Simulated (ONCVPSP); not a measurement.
## u(r) = r·R(r): atom against pseudo-atom (thallium (Tl))

Columns: radius, all-electron u(r) and pseudo u(r) of the 5d shell (level -15.48 eV) of thallium in the configuration [Xe] 4f14 5d10 6s2 6p1; PBEsol, scalar-relativistic, ONCV scheme, ONCVPSP 4.0.1.

| r (bohr) | all-electron | pseudo |
| --- | --- | --- |
| 0.160 | 0.1399 | 0.0133 |
| 0.320 | -0.4634 | 0.0956 |
| 0.480 | -0.1805 | 0.2713 |
| 0.640 | 0.3375 | 0.5063 |
| 0.800 | 0.7124 | 0.7322 |
| 0.960 | 0.8977 | 0.8873 |
| 1.120 | 0.9445 | 0.9460 |
| 1.280 | 0.9098 | 0.9209 |
| 1.440 | 0.8345 | 0.8446 |
| 1.600 | 0.7434 | 0.7484 |
| 1.760 | 0.6503 | 0.6516 |
| 1.920 | 0.5621 | 0.5622 |
| 2.080 | 0.4822 | 0.4821 |
| 2.240 | 0.4114 | 0.4113 |
| 2.400 | 0.3497 | 0.3496 |
| 2.560 | 0.2964 | 0.2964 |
| 2.720 | 0.2508 | 0.2508 |
| 2.880 | 0.2119 | 0.2119 |
| 3.040 | 0.1789 | 0.1789 |
| 3.200 | 0.1509 | 0.1509 |
| 3.360 | 0.1272 | 0.1272 |
| 3.520 | 0.1072 | 0.1071 |
| 3.680 | 0.0902 | 0.0902 |
| 3.840 | 0.0760 | 0.0760 |
| 4.000 | 0.0640 | 0.0640 |
| 4.160 | 0.0539 | 0.0538 |

(1) How many radial nodes do the two functions have?

(2) At about which radius was the pseudo-wave matched?

(3) Is the pseudo-wave norm-conserving?

## Answers

(1) The all-electron 5d function has n − l − 1 = 2; the pseudo-wave has 0, since the states of the same l below it are removed with the core.

(2) 2.15 bohr. The columns agree to 0.0005 from 1.92 bohr on; several derivatives are matched, so the curves merge somewhat inside the radius.

(3) Yes: the ONCV scheme keeps the norm inside the radius equal to the all-electron one, which fixes the energy derivative of the logarithmic derivative at the level.
